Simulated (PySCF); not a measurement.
# Unknowns

PySCF 2.14.0 with density-fitted response routines calculation with shielding tensors at PBE0/pcSseg-1 (GIAO) and geometry: GFN2-xTB; rapidly exchanging positions averaged, no relativistic terms, a single conformation, no solvent.

δ = σ(ref) − σ, references computed at the same level: $^{1}$H (31.72 ppm), $^{13}$C (186.93 ppm) against TMS. Splittings of carbon signals by F and P are missing where no couplings were computed. Where no couplings were computed, multiplicities follow the n + 1 count of equivalent neighbours, and m marks all less simple cases (inequivalent or close neighbours, rings, F or P nearby). Shifts are as computed. Against solution values, carbons near 30 ppm lie about +3 ppm off and those near 130 ppm about +5 ppm. Of 1309 compounds with measured shifts, 239 miss one by over three times the rms of a fit or turn the order of signals round; such compounds aren't used in these exercises. OH and NH positions are gas-phase values without hydrogen bonding to other molecules.

**Question.** C7H9FO. $^{1}$H NMR (400 MHz, computed): δ 6.60 (m, 1H), 4.63 (m, 1H), 4.53 (m, 1H), 4.06 (m, 1H), 3.83 (m, 1H), 3.28 (m, 1H), 2.36 (s, 3H). $^{13}$C{$^{1}$H} NMR (computed): δ 131.0 (C), 106.1 (CH), 98.0 (CH), 78.7 (CH2), 75.4 (CH2), 37.4 (C), 11.0 (CH3). What is it?

**Answer.** SMILES [C@]12(C(C)=C1)COC[C@@H]2F. The formula gives 3 degrees of unsaturation (2 rings in the answer). 7 carbon signals for 7 carbons: no two carbons are equivalent. Carbon types of the structure: 2 × C, 2 × CH, 2 × CH2, 1 × CH3, which accounts for all hydrogens. δC 131.0: fully substituted alkene carbon; the olefinic region. δC 106.1: alkene CH; an sp2 carbon of a C=C bond. δC 98.0: sp3 CH bonded to F; pulled downfield by the heteroatom. δC 78.7, 75.4: sp3 CH2 bonded to O; deshielded by the electronegative neighbour.

This is the structure that produced the data.

**Question.** CH11NSi3. $^{1}$H NMR (500 MHz, computed): δ 5.42 (m, 1H), 4.75 (s, 3H), 3.41 (d, 3H), 0.37 (d, 3H), -0.75 (br s, 1H). $^{13}$C{$^{1}$H} NMR (computed): δ -0.3. What is it?

**Answer.** `InChI=1S/CH11NSi3/c1-5(4)2-3/h2,5H,1,3-4H3/t5-/m0/s1`. The formula gives 0 degrees of unsaturation. Carbon types of the structure: 1 × CH3, leaving 8 H on heteroatoms. δC -0.3: methyl carbon bonded to Si; an electropositive neighbour leaves it electron-rich and shielded. δH 4.75: hydrogen on a silicon bonded to N. δH 0.37: hydrogen on a methyl carbon bonded to Si; an electropositive neighbour shields it, as in TMS itself. δH -0.75: hydrogen on a nitrogen bonded to 2 Si; exchangeable; this is the value without hydrogen bonding to other molecules.

The data come from this structure; uniqueness wasn't tested.
